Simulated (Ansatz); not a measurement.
A nudged elastic band was laid between two geometries of BFH2O + ClH (7 atoms, charge 0, multiplicity 1).

Theory: RKS PBE0/def2-SVP in Ansatz 0.2.0.

```yaml
movable_images: 5
climbing_image: yes
spring: 5.0 eV/Å²
optimiser: quadratic models (default)
start_path: through a guess of the saddle point
force_threshold: 0.05 eV/Å
iteration_limit: 60
end_points: relaxed
```

Image 0:

```xyz
7
Properties=species:S:1:pos:R:3
B 0.022 -0.373 -0.128
F -0.100 -0.356 1.210
H 1.096 -0.171 -0.625
O -1.043 -0.639 -0.891
H -1.856 -0.784 -0.392
Cl -0.339 2.868 1.272
H -0.111 1.697 1.759
```

Image 6:

```xyz
7
Properties=species:S:1:pos:R:3
B -0.227 0.466 -0.361
F 0.065 -0.054 2.281
H 0.837 -0.049 -0.582
O -1.413 -0.106 -0.579
H -1.337 -1.023 -0.866
Cl -0.244 2.155 0.213
H -0.014 0.853 2.098
```

What changes between the two ends?

Bonds broken: B1–F2, Cl6–H7. Bonds formed: B1–Cl6, F2–H7. BFH2O + ClH becomes BClH2O + FH.

What energy profile does the band end with?

The forces met the threshold. The highest image is number 2 of 0 to 6, 1.19 eV above the first end and 0.59 eV above the last; the last end lies 0.60 eV above the first. Beside the main top the profile has a ripple of under 15 meV (maxima at images 2, 5), which may be a very shallow well or noise. A vibrational analysis at the climbing image gives one clearly imaginary mode, 734i cm⁻¹: a first-order saddle point. The orbitals stay closed-shell, which can raise the energy where a bond breaks towards radicals; this wasn't checked here.

| image | path coordinate (Å) | energy (eV) | B1–F2 (Å) | Cl6–H7 (Å) | B1–Cl6 (Å) |
| --- | --- | --- | --- | --- | --- |
| 0 | 0.00 | 0.00 | 1.34 | 1.29 | 3.55 |
| 1 | 0.85 | 0.11 | 1.36 | 1.30 | 2.87 |
| 2 | 1.70 | 1.19 | 1.59 | 1.58 | 2.10 |
| 3 | 3.43 | 0.62 | 3.14 | 2.35 | 1.79 |
| 4 | 5.15 | 0.61 | 3.19 | 2.28 | 1.79 |
| 5 | 6.88 | 0.61 | 3.07 | 3.20 | 1.74 |
| 6 | 8.61 | 0.60 | 2.71 | 2.30 | 1.78 |

What is the geometry of the highest image?


```xyz
7
Properties=species:S:1:pos:R:3
B 0.005 0.134 -0.047
F 0.011 -0.193 1.514
H 1.120 0.111 -0.479
O -1.017 -0.448 -0.696
H -1.879 -0.371 -0.277
Cl -0.398 2.099 0.586
H -0.174 0.912 1.605
```

The band took 34 iterations and about 6 core-minutes.

Time of the run: 5.6 min on 1 thread of Arm Neoverse V2, on a shared host, peak memory 0.17 GiB.
